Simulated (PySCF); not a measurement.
Molecule: SMILES C[C@@H]1C[C@H]1C(F)(F)F, C₅H₇F₃.

Cartesian coordinates in Å; atom numbers follow the order of the lines, from 1:
```xyz
15

C    -1.8440   -0.8197    0.0054
C    -0.5544   -0.2097    0.4874
C    -0.2590    1.2361    0.2444
C     0.4988    0.1815   -0.5148
C     1.9400   -0.0575   -0.1883
F     2.3236   -1.3152   -0.4791
F     2.2298    0.1350    1.1071
F     2.7641    0.7484   -0.8840
H    -1.7224   -1.8884   -0.1586
H    -2.6247   -0.6737    0.7489
H    -2.1628   -0.3587   -0.9261
H    -0.1890   -0.6306    1.4166
H     0.2721    1.7931    1.0008
H    -0.9755    1.8201   -0.3117
H     0.2991    0.0473   -1.5699
```

Frames of a GFN2-xTB Langevin trajectory at 200 K; GIAO PBE0/pcSseg-1 shieldings in PySCF 2.14, gas phase, non-relativistic; equivalent atoms averaged within each frame.

References, each an isolated molecule treated in the same way: ¹³C (186.93 ppm) and ¹H (31.72 ppm) vs TMS; CFCl3 for ¹⁹F (170.95 ppm). The references are static minima.

How do the shifts (ppm) fluctuate along the trajectory?

Answers


```
         time (fs)     C5    C4    C2    C1    C3  F6/F7/F8   H12  H9/H10/H11    H13   H14
optimised geometry  136.1  23.9  14.0  19.7  12.5     -84.2  1.17        1.19   0.99  0.42
               250  135.9  27.7  17.8  16.6  12.8     -81.6  1.37        0.95   0.74  0.68
               425  133.8  21.2  15.2  23.1  15.8     -83.0  1.31        1.91   0.29  1.31
               625  136.0  28.0  14.8  16.7  17.8     -84.1  1.26        0.67   2.34  0.00
               800  134.7  32.1  15.2  14.5  13.8     -82.5  1.56        0.76   1.33  0.50
              1000  138.4  20.1  26.1  19.8  12.7     -77.5  2.88        1.16  -0.20  1.44
    mean of frames  135.8  25.8  17.8  18.1  14.6     -81.7  1.68        1.09   0.90  0.79
standard deviation    1.7   5.1   4.8   3.4   2.2       2.5  0.68        0.50   0.98  0.59
```

5 frames give an uncertainty of the mean of about the standard deviation over 2.2 at best, since frames this close in time may not be independent; classical motion lacks zero-point vibration, and the reference would need the same averaging.
